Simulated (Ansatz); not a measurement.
Several settings on one geometry of SnH2MeCl (CH₅ClSn) (that of the charge 0 singlet, r2SCAN-D4/def2-TZVP). Ansatz on 4 threads of Arm Neoverse V2 on a shared host; times are rough.

```xyz
8

Sn    0.551   -0.680    0.394
H     0.502   -0.809    2.095
H     2.138   -0.827   -0.213
C    -0.509    1.005   -0.368
H    -0.062    1.928    0.002
H    -1.548    0.950   -0.044
H    -0.469    0.993   -1.457
Cl   -0.602   -2.562   -0.408
```

Totals from different functionals, basis sets or treatments of relativity can't be compared as stabilities.

In the def2 sets Sn takes a core potential; there is no spin–orbit coupling.

The spins typed aren't always the lowest for that charge.

**Question.** Give the basis size and estimate the energy, ⟨S²⟩ and time of these runs.

```csv
run,method,charge,state,further keys
1,UKS revPBE0/STO-3G,1,doublet,scf: {omitted_lower_state_checks: [starts]}; forces asked
2,UKS revPBE-D3(BJ)/def2-SVP,-1,doublet,scf: {omitted_lower_state_checks: [starts]}
3,RHF/def2-SVPD,0,singlet,"point_charges: [{charge: -1.00, position_ang: [6.818, -0.974, 0.957]}]"
```

**Answer.** 
```
run  functions  energy (Eh)  ⟨S²⟩  wall time
  1         46   -6460.7865  0.75      1.4 s
  2         83    -715.3583  0.75      1.1 s
  3        119    -713.4946     –      0.4 s
```

The highest occupied level of an anion often lies above zero with these methods, and sets without diffuse functions describe the outer electron poorly.
